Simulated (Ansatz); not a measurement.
C4H3S, doublet, at a GFN2-xTB geometry; Ansatz (an electronic-structure program) with CAM-B3LYP/6-31G.

Ansatz was given this input:
Ansatz 0.2 input:
```yaml
crystal:
  periodic: [false, false, false]
  atoms:
    - {symbol: C, position_ang: [0.41047637, -1.39328892, -0.18344938]}
    - {symbol: C, position_ang: [1.23247863, -0.35476814, -0.15707414]}
    - {symbol: S, position_ang: [0.28150493, 1.10974650, 0.08658406]}
    - {symbol: C, position_ang: [-1.17618315, 0.18464828, 0.13407073]}
    - {symbol: C, position_ang: [-0.96017171, -1.14882389, -0.02420000]}
    - {symbol: H, position_ang: [2.29379584, -0.27638475, -0.25285561]}
    - {symbol: H, position_ang: [-2.10966106, 0.69299398, 0.27768379]}
    - {symbol: H, position_ang: [-1.72781451, -1.89915720, -0.02625646]}
basis:
  gaussian:
    orbitals: 6-31G
    point_charges:
      - {charge: -1.0, position_ang: [-1.6567, 1.8285, 4.8372]}
hamiltonian:
  xc: cam_b3lyp
magnetization: {spin_polarized: true, initial_magnetization: 1}
```

What the program printed (banner, timings and long lists left out):

```
Functional definition: CAM-B3LYP
744 factors; integrals over basis functions are off by at most 2.4e-4 eV
265 factors; integrals over basis functions are off by at most 5.8e-6 eV
mean field evaluation 1: about -15020.6414 eV, gradient 2.4e1 eV
mean field evaluation 2: about -15020.5709 eV, gradient 2.5e1 eV
mean field evaluation 4: about -15024.0275 eV, gradient 1.7e0 eV
mean field evaluation 8: about -15024.2033 eV, gradient 1.7e-1 eV
mean field evaluation 16: about -15024.2050 eV, gradient 4.0e-3 eV
mean field -15024.20497084 eV, -552.1293489066 hartree, gradient 1.3e-5 eV, S^2 0.760686; 0 other end points of the search recorded, 0 dependent functions left out
reference -15024.20506635 eV, -552.1293524164 hartree; 22, 21 occupied and 33, 34 virtual orbitals, 744 factors
Total energy: -15024.20506635 eV, -552.1293524164 hartree
```
